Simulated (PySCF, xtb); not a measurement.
Ranking isomers of CH4GaIn

4 gas-phase structures of CH4GaIn, found in a search over its isomers (lower ones may exist). Each was relaxed with GFN2-xTB:

A. `[GaH2][CH2][In]`, a singlet
B. a singlet given by its coordinates
C. a singlet given by its coordinates
D. `[Ga][CH2][InH2]`, a singlet

B (Å):

```xyz
7

C    -0.4730    0.2863    0.9948
Ga   -1.5073    1.7498   -0.1628
In   -2.2895    3.1936   -2.7001
H     0.6147    0.3824    0.8552
H    -0.7309   -0.7287    0.6550
H    -0.6466    0.3026    2.0781
H    -0.8404    1.5756   -2.7439
```

Close contacts (Å): C1–Ga2 2.13, Ga2–In3 3.02, C1–H4 1.10, C1–H5 1.10, C1–H6 1.10, In3–H7 2.17.

C (Å):

```yaml
atoms:
  - { symbol: C, position_ang: [-0.5012, 0.3102, 1.1776] }
  - { symbol: Ga, position_ang: [-2.1674, 2.9849, -3.1488] }
  - { symbol: In, position_ang: [-1.4689, 1.9169, -0.2269] }
  - { symbol: H, position_ang: [0.5928, 0.3174, 1.0691] }
  - { symbol: H, position_ang: [-0.8365, -0.6861, 0.8533] }
  - { symbol: H, position_ang: [-0.7110, 0.3778, 2.2502] }
  - { symbol: H, position_ang: [-0.8678, 1.4709, -3.0024] }
```

Close contacts (Å): C1–In3 2.34, Ga2–In3 3.19, C1–H4 1.10, C1–H5 1.10, C1–H6 1.10, Ga2–H7 2.00.

Task: Estimate their order in r2SCAN-D4/def2-SVP energy at these geometries, lowest first.

Result: Calculated order at r2SCAN-D4/def2-SVP: A (0.000), B (0.207), C (0.589), D (0.965) eV.

Energies above the lowest of each column, in eV:

| structure | GFN2-xTB | HF/STO-3G | r2SCAN-D4/def2-SVP |
| --- | --- | --- | --- |
| A | 1.061 | 0.000 | 0.000 |
| B | 0.000 | 2.615 | 0.207 |
| C | 0.329 | 3.048 | 0.589 |
| D | 1.911 | 1.057 | 0.965 |

r2SCAN-D4/def2-SVP puts A lowest; GFN2-xTB picks B. Some further structures that were screened fall inside this span and aren't listed. Flexible structures stand in one conformer each, not always the lowest. Frequencies (GFN2-xTB) were run for A alone. Atoms past krypton carry core potentials in the def2 sets, without spin–orbit terms.

Over these structures GFN2-xTB departs from r2SCAN-D4/def2-SVP by 0.619 eV on average once a common shift is removed. A GFN2-xTB relaxation took about 0.23 s and the r2SCAN-D4/def2-SVP energy about 22 s on a shared host (PySCF 2.14.0, xtb 6.7.1).
